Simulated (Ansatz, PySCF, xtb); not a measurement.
Reaction 0.25 R1 + 0.75 R2 → P1, each structure at its B3LYP-D3(BJ)/def2-TZVP stationary point, reached from a drawn start (curvature not checked).
P1: CH3F (SMILES CF), charge 0, multiplicity 1.
R1, CF4 (SMILES FC(F)(F)F) (charge 0, multiplicity 1):
```xyz
5

F     -0.037    -1.040    -0.822
C      0.000     0.000     0.000
F     -0.140     1.119    -0.697
F     -0.986    -0.098     0.881
F      1.163     0.019     0.637
```
R2, CH4 (SMILES C) (charge 0, multiplicity 1):
```json
[
 {"atom": "C", "x (Å)": "0.0000", "y (Å)": "0.0000", "z (Å)": "0.0000"},
 {"atom": "H", "x (Å)": "0.6289", "y (Å)": "0.6289", "z (Å)": "0.6289"},
 {"atom": "H", "x (Å)": "-0.6289", "y (Å)": "-0.6289", "z (Å)": "0.6289"},
 {"atom": "H", "x (Å)": "0.6289", "y (Å)": "-0.6289", "z (Å)": "-0.6289"},
 {"atom": "H", "x (Å)": "-0.6289", "y (Å)": "0.6289", "z (Å)": "-0.6289"}
]
```

P less R. No zero-point or thermal terms.

Correlated levels freeze the cores.

The values were computed with Ansatz (an electronic-structure program); PySCF for the D3/D4 terms; xtb for the GFN methods. No computed number here is a measurement.

```
level                    reaction energy (kJ/mol)
-----------------------  ------------------------
GFN1-xTB                                     25.7
GFN2-xTB                                     21.1
PBE/def2-TZVPP                               51.3
BLYP-D3(BJ)/def2-TZVPP                       45.1
BLYP-D4/def2-TZVPP                           45.7
B3LYP-D3(BJ)/def2-TZVPP                      47.1
B2PLYP-D4/def2-TZVPP                         49.5
MP2/cc-pVQZ                                     ?
CCSD(T)/cc-pVQZ                                 ?
```

Problem. Complete the blanks.

Solution. 
- MP2/cc-pVQZ, reaction energy (kJ/mol): 53.0
- CCSD(T)/cc-pVQZ, reaction energy (kJ/mol): 51.5
